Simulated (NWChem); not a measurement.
System: InN3H6; SMILES [NH2][In]([NH2])[NH2]

```xyz
10

In    -0.0028    -0.0103     0.0000
N      2.0371    -0.0320     0.0000
H      2.4832     0.3679    -0.8217
H      2.4832     0.3679     0.8217
N     -1.0084     0.0831    -1.7718
H     -0.5262    -0.3099    -2.5761
H     -1.9600    -0.2745    -1.7707
N     -1.0084     0.0831     1.7718
H     -1.9600    -0.2745     1.7707
H     -0.5262    -0.3099     2.5761
```
Atoms are numbered in this order, from 1.

Computed with NWChem. The geometry was optimised at PBE0/def2-SVP. No frequency run checked for a minimum. def2 effective core potentials on In; no spin-orbit coupling.

**Question.** Estimate the computed values for TPSS/def2-SVP (core potentials). Quantities: highest occupied level (eV); orbital gap (eV); dipole (D).

**Answer.** 
| Property | Value |
|---|---|
| highest occupied level (eV) | -5.06 |
| orbital gap (eV) | 3.99 |
| dipole (D) | 0.94 |
